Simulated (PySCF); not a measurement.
C6H6N2O2.
SMILES: `CO[C@H](C#N)C1=CON=C1`

Computed, not measured: TDDFT CAM-B3LYP/def2-SVPD, vertical, gas phase, core orbitals frozen in the response in PySCF. One conformer (not necessarily the lowest) at the PBE0-D3(BJ)/def2-SVP geometry, without solvent, vibrations or thermal averaging. Torsions of this conformer, `[CH3:1][O:2][C@H:3]([C:4]#[N:5])[c:6]1[cH:7][n:8][o:9][cH:10]1`: C1–O2–C3–C4 -65°, O2–C3–C6–C7 63°.

Each state is given a Gaussian of 0.4 eV full width at half maximum, with ε(max) = 2.175×10⁸ f / Δν̃ (Δν̃ the width in cm⁻¹). The width is an assumption, not a result. The curve ends short of the highest state used, and states not computed would add to its high-energy end.

λ (nm), ε (L mol⁻¹ cm⁻¹) and a bar:
```
    177.6       1456 ######
    178.3       1678 #######
    179.0       1991 #########
    179.7       2393 ##########
    180.5       2952 #############
    181.2       3511 ###############
    181.9       4113 ##################
    182.6       4729 ####################
    183.4       5410 #######################
    184.1       5947 #########################
    184.8       6398 ###########################
    185.5       6736 #############################
    186.3       6958 ##############################
    187.0       6998 ##############################
    187.7       6894 ##############################
    188.4       6655 #############################
    189.2       6238 ###########################
    189.9       5773 #########################
    190.6       5243 ######################
    191.4       4591 ####################
    192.1       4009 #################
    192.8       3440 ###############
    193.5       2902 ############
    194.3       2340 ##########
    195.0       1906 ########
    195.7       1527 #######
    196.4       1205 #####
    197.2        902 ####
    197.9        690 ###
    198.6        520 ##
    199.3        386 ##
    200.1        271 #
    200.8        195 #
    201.5        139 #
    202.2         98 
    203.0         65 
    203.7         44 
    204.4         30 
    205.1         20 
    205.9         13 
    206.6          8 
    207.3          5 
    208.0          3 
    208.8          2
```

Task: Where are the band maxima, and which computed states make them?

Result: 187 nm (6.64 eV), ε about 7000, made up of S2 (95%) (ε in L mol⁻¹ cm⁻¹; maxima over ε = 5, shares over 10%). The states used: S1 6.54 eV (f 0.0059); S2 6.64 eV (f 0.099); S3 7.12 eV (f 0.0075); S4 7.27 eV (f 0.0029); S5 7.38 eV (f 0.032); S6 7.58 eV (f 0.0074).

Task: Coming from long wavelengths, where does ε first pass 100 L mol⁻¹ cm⁻¹?

Result: At about 202 nm (6.13 eV), 0.41 eV below S1.

Task: What would ε be at 6.64 eV, the highest of these maxima, with half the width (0.2 eV)?

Result: About 13700 L mol⁻¹ cm⁻¹ against 7000, a factor of about 1.96; a lone state at its own centre would give exactly 2.

Task: On this curve, what absorbance would a 10⁻⁴ mol/L sample give at 193 nm over a 1 cm path?

Result: 193 nm is 6.424 eV, where ε is about 3300 L mol⁻¹ cm⁻¹, so A = ε c l ≈ 0.33 (Beer–Lambert, with the gas-phase spectrum and the assumed width).
